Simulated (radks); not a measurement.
The numbers below are computed, except where a source is named.
Question: The mean radii <r> (bohr) of the occupied orbitals of an atom or ion are listed with their occupations. Level of theory: Dirac Kohn-Sham, PBE, spin-unpolarised, spherical densities, finite nucleus; Fermi nuclear charge, rms radius of each element as measured or else 0.836 A^(1/3) + 0.57 fm (a radial shooting solver on a logarithmic mesh with Libxc functionals).

orbital  occ.      <r>
1s1/2       2  0.01687
2s1/2       2  0.07046
2p1/2       2  0.05797
2p3/2       4  0.06652
3s1/2       2   0.1832
3p1/2       2   0.1734
3p3/2       4   0.1891
3d3/2       4   0.1646
3d5/2       6   0.1694
4s1/2       2   0.4057
4p1/2       2   0.4077
4p3/2       4   0.4408
4d3/2       4   0.4471
4d5/2       6   0.4576
4f5/2       6   0.4721
5s1/2       2   0.8431
4f7/2       8   0.4776

Name the element and its charge. Open shells, if any, fill j = l - 1/2 first.

Answer: Z = 79, gold, charge +17: Au17+ in [Kr] 4d10 4f14 5s2. The 1s radius gives Z: for a bare nucleus <r> = (2 gamma + 1)/(2Z) with gamma = sqrt(1 - (Z/c)^2), 0.01667 bohr for Z = 79, and screening makes it slightly larger (0.01687 here). The occupations add up to 62, and the charge is Z minus that.
